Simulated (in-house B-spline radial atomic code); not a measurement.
Configurations of Ne V (Ne4+), with energies counted from [He] 2s2 2p2. All numbers are computed (scalar-relativistic (X2C) LDA VWN5, spin-polarised, spherical fractional occupations; Fermi nucleus of rms radius 3.0055 fm) with an all-electron radial atomic-structure program (B-spline basis), not measured. Shells without spins written out take the highest spin.

```tsv
configuration	E - E(ref) (eV)	highest orbital	its <r> (bohr)
[He] 2s(0 up, 1 down) 2p(1 up, 2 down)	21.545	2p up	0.7207
[He] 2s2 2p1 3p1	79.724	3p up	2.002
[He] 2s(1 up, 0 down) 2p(2 up, 0 down) 3s(0 up, 1 down)	87.406	3s down	2.028
[He] 2s1 2p2 3p1	90.91	3p up	1.998
[He] 2s1 2p2 3d1	97.101	3d up	1.869
[He] 2s(0 up, 1 down) 2p(1 up, 1 down) 3d(0 up, 1 down)	106.1	3d down	1.892
```

(1) Order these further configurations by energy, lowest first.
A. [He] 2s1 2p2 3s1
B. [He] 2s2 2p(1 up, 1 down)
C. [He] 2s1 2p3
D. [He] 2s2 2p(1 up, 0 down) 3d(0 up, 1 down)
E. [He] 2s2 2p1 3s1

(2) How far above the reference does [He] 2s2 2p1 3d1 lie?

Answers

(1) B (3.4286 eV), C (10.821 eV), E (74.366 eV), A (85.492 eV), D (86.7 eV).

(2) 86.139 eV; its least bound orbital is 3d up with <r> = 1.887 bohr.
